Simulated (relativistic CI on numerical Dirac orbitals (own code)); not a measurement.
Charge states of silver

Calculated at this level of theory: Dirac-Coulomb-Breit CI, KLI orbitals optimised for each configuration, model QED, valence Slater integrals scaled by 0.9 (own radial code, finite nucleus).

Each species is treated in one configuration, given outside its closed core. Radial values are for the open shell of highest l, unscaled and averaged over j; ζ includes the Breit term. Labels give the leading LS character, summed over repeated terms.

| Ion | Configuration | Its lowest level | LS weight (%) | g_J | g√(J(J+1)) | ζ (cm⁻¹) | ⟨r⟩ (bohr) | ⟨r²⟩ (bohr²) |
| --- | --- | --- | --- | --- | --- | --- | --- | --- |
| Ag | 4d10.5s | 2S_1/2 | 100 | 2.002 | 1.73 |  | 3.22 | 12.2 |
| Ag+ | 4d10 | 1S_0 | 100 |  | 0.00 |  |  |  |
| Ag2+ | 4d9 | 2D_5/2 | 100 | 1.200 | 3.55 | 1766 | 1.304 | 2.026 |
| Ag3+ | 4d8 | 3F_4 | 99 | 1.248 | 5.58 | 1923 | 1.247 | 1.83 |
| Ag4+ | 4d7 | 4F_9/2 | 97 | 1.326 | 6.60 | 2086 | 1.199 | 1.678 |
| Ag5+ | 4d6 | 5D_4 | 97 | 1.493 | 6.68 | 2254 | 1.158 | 1.556 |
| Ag6+ | 4d5 | 6S_5/2 | 98 | 1.993 | 5.89 | 2425 | 1.122 | 1.453 |
| Ag7+ | 4d4 | 5D_0 | 93 |  | 0.00 | 2600 | 1.09 | 1.366 |
| Ag8+ | 4d3 | 4F_3/2 | 96 | 0.416 | 0.80 | 2779 | 1.06 | 1.289 |
| Ag9+ | 4d2 | 3F_2 | 95 | 0.681 | 1.67 | 2961 | 1.033 | 1.222 |
| Ag10+ | 4d | 2D_3/2 | 100 | 0.799 | 1.55 | 3146 | 1.008 | 1.162 |
| Ag11+ | 3d10.4s2.4p6 | 1S_0 | 100 |  | 0.00 |  |  |  |
| Ag12+ | 3d10.4s2.4p5 | 2P°_3/2 | 100 | 1.333 | 2.58 | 35070 | 0.8837 | 0.881 |
| Ag13+ | 3d10.4s2.4p4 | 3P_2 | 82 | 1.412 | 3.46 | 36370 | 0.8712 | 0.8559 |
| Ag14+ | 3d10.4s2.4p3 | 4S°_3/2 | 64 | 1.700 | 3.29 | 37680 | 0.8592 | 0.8323 |
| Ag15+ | 3d10.4s2.4p2 | 3P_0 | 85 |  | 0.00 | 39020 | 0.8476 | 0.8099 |
| Ag16+ | 3d10.4s2.4p | 2P°_1/2 | 100 | 0.664 | 0.58 | 40370 | 0.8365 | 0.7888 |
| Ag17+ | 3d10.4s2 | 1S_0 | 100 |  | 0.00 |  |  |  |
| Ag18+ | 3d10.4s | 2S_1/2 | 100 | 2.001 | 1.73 |  | 0.7861 | 0.693 |
| Ag19+ | 3d10 | 1S_0 | 100 |  | 0.00 |  |  |  |
| Ag20+ | 3d9 | 2D_5/2 | 100 | 1.197 | 3.54 | 20460 | 0.3301 | 0.1283 |
| Ag21+ | 3d8 | 3F_4 | 96 | 1.238 | 5.54 | 21170 | 0.325 | 0.1241 |
| Ag22+ | 3d7 | 4F_9/2 | 85 | 1.294 | 6.44 | 21910 | 0.3202 | 0.1202 |
| Ag23+ | 3d6 | 5D_4 | 80 | 1.439 | 6.44 | 22660 | 0.3155 | 0.1164 |

At low charge ζ of a weakly bound d or f electron comes out too small.
